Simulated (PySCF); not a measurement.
BrCs, triplet, at the geometry of the source list (a higher spin typed on purpose: for a closed-shell molecule this is an excited state) (core potentials on Cs), with bond 2-1 at 1.3 times its length; HF/def2-TZVP run with PySCF.

The PySCF input:
```python
from pyscf import gto, scf

mol = gto.Mole()
mol.atom = '''
    Cs   -1.02520000   -0.71830000   -0.87230000
    Br    1.64032000    1.14928000    1.39568000
'''
mol.basis = 'def2-tzvp'
mol.ecp = {'Cs': 'def2-tzvp'}
mol.spin = 2
mol.verbose = 4
mol.build()

mf = scf.UHF(mol)
mf.conv_tol_grad = 1e-3
mf.kernel()
```

Q: Write the output that PySCF gives for this input, abridged.

A: 
```
PySCF version 2.14.0

[INPUT] verbose = 4
[INPUT] num. atoms = 2
[INPUT] num. electrons = 44
[INPUT] charge = 0
[INPUT] spin (= nelec alpha-beta = 2S) = 2
[INPUT] symmetry False subgroup None
[INPUT] Mole.unit = angstrom
[INPUT] Symbol           X                Y                Z      unit          X                Y                Z       unit  Magmom
[INPUT]  1 Cs    -1.025200000000  -0.718300000000  -0.872300000000 AA   -1.937347222904  -1.357390275275  -1.648408098458 Bohr   0.0
[INPUT]  2 Br     1.640320000000   1.149280000000   1.395680000000 AA    3.099755556647   2.171824440440   2.637452957533 Bohr   0.0

nuclear repulsion = 42.0200377231539
number of shells = 27
number of NR pGTOs = 143
number of NR cGTOs = 77
basis = def2-tzvp
ecp = {'Cs': 'def2-tzvp'}

******** <class 'pyscf.scf.uhf.UHF'> ********
method = UHF
initial guess = minao
damping factor = 0
level_shift factor = 0
DIIS = <class 'pyscf.scf.diis.CDIIS'>
diis_start_cycle = 1
diis_space = 8
diis_damp = 0
SCF conv_tol = 1e-09
SCF conv_tol_grad = 0.001
SCF max_cycles = 50
direct_scf = True
direct_scf_tol = 1e-13
number electrons alpha = 23  beta = 21
init E= -2587.64596035187

cycle= 1 E= -2592.22784716279  delta_E= -4.58  |g|= 0.258  |ddm|=  1.6
cycle= 2 E= -2592.24849137366  delta_E= -0.0206  |g|= 0.0733  |ddm|= 0.483
cycle= 3 E= -2592.24999797117  delta_E= -0.00151  |g|= 0.0265  |ddm|= 0.135
cycle= 4 E= -2592.2502813756  delta_E= -0.000283  |g|= 0.00603  |ddm|= 0.0722
cycle= 5 E= -2592.25035147288  delta_E= -7.01e-05  |g|= 0.0012  |ddm|= 0.0628
cycle= 6 E= -2592.25035874984  delta_E= -7.28e-06  |g|= 0.000521  |ddm|= 0.0187
cycle= 7 E= -2592.25036149771  delta_E= -2.75e-06  |g|= 0.000238  |ddm|= 0.0129
cycle= 8 E= -2592.25036210982  delta_E= -6.12e-07  |g|= 9.27e-05  |ddm|= 0.0057
cycle= 9 E= -2592.25036222297  delta_E= -1.13e-07  |g|= 4.88e-05  |ddm|= 0.00155
cycle= 10 E= -2592.25036225327  delta_E= -3.03e-08  |g|= 1.9e-05  |ddm|= 0.00089
cycle= 11 E= -2592.25036225819  delta_E= -4.92e-09  |g|= 4.52e-06  |ddm|= 0.000545
cycle= 12 E= -2592.25036225833  delta_E= -1.41e-10  |g|= 1.79e-06  |ddm|= 6.62e-05
Extra cycle  E= -2592.25036225835  delta_E= -1.82e-11  |g|= 1.04e-06  |ddm|= 1.48e-05
converged SCF energy = -2592.25036225835  <S^2> = 2.0091295  2S+1 = 3.0060802
```
